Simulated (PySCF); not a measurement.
## Worked example: dipole moment from atomic charges

B(OH)(SeH)2 (BH3OSe2), SMILES [SeH]B(O)[SeH]. Atoms are numbered in the order given.

```xyz
7

B      0.6804     0.0016     0.0000
O      2.0302     0.0847     0.0000
H      2.4983    -0.7586     0.0000
Se    -0.3564    -1.6771     0.0000
H      0.8155    -2.5796     0.0000
Se    -0.2711     1.7219     0.0000
H     -1.6221     1.1307     0.0000
```
Charge 0, spin multiplicity 1.

Coordinates come from a B3LYP-D3(BJ)/def2-SVP optimisation. One conformer was computed; it need not be the lowest.

Charges (e) from B3LYP/def2-TZVP (PySCF):

```tsv
atom	IAO	ESP fit
B1	0.082	0.043
O2	-0.522	-0.337
H3	0.377	0.356
Se4	-0.022	-0.220
H5	0.035	0.143
Se6	0.003	-0.159
H7	0.047	0.174
```

The dipole moment of the full density is 2.01 D.

Task: What dipole moment does each set of point charges give, and which comes closer to that of the density?

Result: 
μ = Σ q r, and 1 e Å = 4.8032 D.
IAO: Σ q r = (-0.103, -0.325, 0.000) e Å, |μ| = 1.64 D.
ESP fit: Σ q r = (0.190, -0.375, 0.000) e Å, |μ| = 2.02 D.
ESP fit comes closer in size. Point charges leave out the atoms' own dipoles (lone pairs, polarised bonds); fits to the potential absorb them, partitions of the density don't.
